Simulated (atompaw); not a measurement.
**S: one change to a PAW (atompaw) potential, before and after**

sulfur, PAW, made with atompaw 4.2.0.5 (PBEsol, scalar-relativistic). Core [Ne], reference 3s1.75 3p4.25. Waves: 3s (bound): rc 1.15 bohr; 3s channel at 3.4 Ry: rc 1.80 bohr; 3p (bound): rc 1.80 bohr; 3p channel at 1.95 Ry: rc 1.80 bohr. Local part: troulliermartins scheme with l = 2 at 0 Ry, radius 1.70 bohr. Core correction: smooth core density matched at 1.80 bohr. Augmentation charge: sinc compensation charge, radius 1.70 bohr; PAW radius 1.80 bohr; waves and projectors: custom rrkj gramschmidtortho.

All-electron outer shells of the reference configuration (PBEsol, scalar-relativistic, ld1.x):

```tsv
shell	level (eV)	outermost node (bohr)	outermost maximum (bohr)
2s	-211.61	0.13	0.39
2p	-156.68	–	0.33
3s	-17.37	0.60	1.40
3p	-7.12	0.58	1.59
```

Change: wave 3s channel at 3.4 Ry: rc 1.80 bohr becomes 3s channel at 3.4 Ry: rc 1.20 bohr.

Cutoffs: the cutoffs (Ry, on a coarse ladder) from which the occupation-weighted sum of valence levels, in a spherical-Bessel basis at the reference potential, stays within 10 and 1 mRy of its value at 400 Ry; they do not see the model core or the augmentation charge, which bear on the density cutoff.

What does the change do?

The potential gets neither clearly harder nor softer (30 Ry and 45 Ry → 30 Ry and 50 Ry); a bound ghost appears in s, which as a rule spoils a file.

| quantity | base | changed |
| --- | --- | --- |
| cutoff, loose | 30 Ry | 30 Ry |
| cutoff, tight | 45 Ry | 50 Ry |
| loose cutoff by channel (10 mRy a level) | s 25 Ry, p 15 Ry | s 30 Ry, p 15 Ry |
| bound ghosts | none | s |
| s: phases at 1.81 bohr within 0.05 rad from the reference energy up to (Ry; the scan ends near 5) | to the end of the scan | to the end of the scan |
| p: phases at 1.81 bohr within 0.05 rad from the reference energy up to (Ry; the scan ends near 5) | to the end of the scan | to the end of the scan |
| lowest overlap eigenvalue by channel | s 0.09, p 0.74 | s 0.42, p 0.74 |

 A true bound ghost makes a file unfit for plane-wave use even where its test errors are small: the radial tests pick states by their node count and pass the ghost by. The cutoffs see the waves, projectors and local potential, not the compensation charge or the core.
